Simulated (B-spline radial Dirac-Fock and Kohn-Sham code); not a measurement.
## Energy-loss ionisation edge M5 of Te

System: atomic tellurium, configuration [Kr] 4d10 5s2 5p4. The computed values come from a radial atomic solver: the first Born approximation with generalised oscillator strengths from a Dirac-Hartree-Slater potential (longitudinal and transverse terms; continuum final states only, so no white lines or fine structure). The edge is taken at 573.0 eV (tabulated value).

Input of the calculation (task.json; shells as n, l, electrons):

```json
{"items": [{
  "Z": 52,
  "q": 0,
  "cfg": [[1, 0, 2], [2, 0, 2], [2, 1, 6], [3, 0, 2], [3, 1, 6], [3, 2, 10], [4, 0, 2], [4, 1, 6], [4, 2, 10], [5, 0, 2], [5, 1, 4]],
  "A": 130,
  "rrms": 4.7423,
  "do": "eels",
  "beams": [[80, 50], [80, 100], [100, 10], [100, 20], [100, 50], [120, 20], [120, 50], [200, 50], [200, 100], [300, 5], [300, 10], [300, 20], [300, 50], [300, 100]],
  "edges": {"M5": 573.0}
}]}
```

Command: `python xray2_run.py task.json out`

Partial cross sections σ(β, Δ) in barn, integrated over a window Δ above the edge and up to the collection semi-angle β, for parallel illumination:

| E₀ (kV) | β (mrad) | Δ = 25 eV | Δ = 50 eV | Δ = 100 eV | Δ = 200 eV | Δ = 300 eV |
| --- | --- | --- | --- | --- | --- | --- |
| 80 | 50 | 2500 | 6900 | 12600 | 20300 | 25300 |
| 80 | 100 | 2670 | 7340 | 13500 | 21900 | 27700 |
| 100 | 10 | 1150 | 3160 | 5670 | 8780 | 10600 |
| 100 | 20 | ? | ? | ? | ? | ? |
| 100 | 50 | 2240 | 6170 | 11300 | 18200 | 22800 |
| 120 | 20 | 1630 | 4510 | 8180 | 12900 | 15900 |
| 120 | 50 | 2040 | 5640 | 10300 | 16700 | 20900 |
| 200 | 50 | 1620 | 4470 | 8210 | 13300 | 16700 |
| 200 | 100 | 1640 | 4530 | 8320 | 13500 | 17100 |
| 300 | 5 | 766 | 2110 | 3810 | 5940 | 7230 |
| 300 | 10 | 1060 | 2940 | 5340 | 8440 | 10400 |
| 300 | 20 | 1290 | 3570 | 6530 | 10500 | 13000 |
| 300 | 50 | 1400 | 3860 | 7090 | 11500 | 14500 |
| 300 | 100 | 1410 | 3880 | 7130 | 11600 | 14600 |

Task: Give the row for 100 kV and 20 mrad.

Result: 1720 b for 25 eV, 4750 b for 50 eV, 8600 b for 100 eV, 13500 b for 200 eV, 16600 b for 300 eV.
